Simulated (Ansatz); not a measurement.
`[Cl][Zn]`• → Cl• + Zn (atom)  (atomization)

Computed with Ansatz on PBE0-D4/def2-TZVP structures; ΔE is electronic, products minus reactants. CBS: MP2 limit from def2 TZ/QZ plus the TZ coupled-cluster correction, frozen cores. This one scheme is used for every species, atoms too. Functionals use def2-TZVPP. HSE06 is defined as in plane-wave codes. Open shells (•) are unrestricted, without spin–orbit coupling. Spin–orbit coupling would lower the free atoms: a little for Cl. Bonds to Zn are less sure, by a few kJ/mol each and by 10 to 20 or more in all where they break to atoms, as the def2 sets lack core-valence functions. Scalar relativity is left out up to krypton.

```
             level  ΔE (kcal/mol)  difference from CCSD(T)/CBS
         revPBE-D4           51.3                         -0.3
         r2SCAN-D4           57.8                          6.2
            B97M-V           51.2                         -0.4
        r2SCAN0-D4           57.3                          5.7
           ωB97X-V           54.2                          2.6
            revPBE           48.9                         -2.7
             HSE06           54.2                          2.6
RPA@PBE/def2-TZVPP           41.2                        -10.4
   CCSD/def2-TZVPP           48.3                         -3.3
   CCSD/def2-QZVPP           51.1                         -0.5
       CCSD(T)/CBS           51.6                            0
```

Largest T1 diagnostic among the species: 0.017.

Leaving LDA and LC-ωPBE aside and taking each functional with its dispersion term where it has one, the values, not all of them listed here, spread over 11.8 kcal/mol, from BLYP-D4 to r2SCAN-D4. LDA lies +10.2 kcal/mol from PBE without D4, its usual overbinding. From PBE to PBE0 (25 % exact exchange), in def2-TZVPP and without D4, ΔE moves by +1.8 kcal/mol. At CCSD(T), def2-SVP lies −9.0 kcal/mol from the extrapolated value and def2-TZVPP −2.3 kcal/mol: correlation converges slowly with the basis, and small sets miss more of it in the bonded molecule than in its fragments.

For atomizations the MP2-based limit and the directly extrapolated one differ by several kJ/mol either way, and by 10 to 25 for some Ge, Se and Sn compounds, so smaller differences from it don't rank the levels.
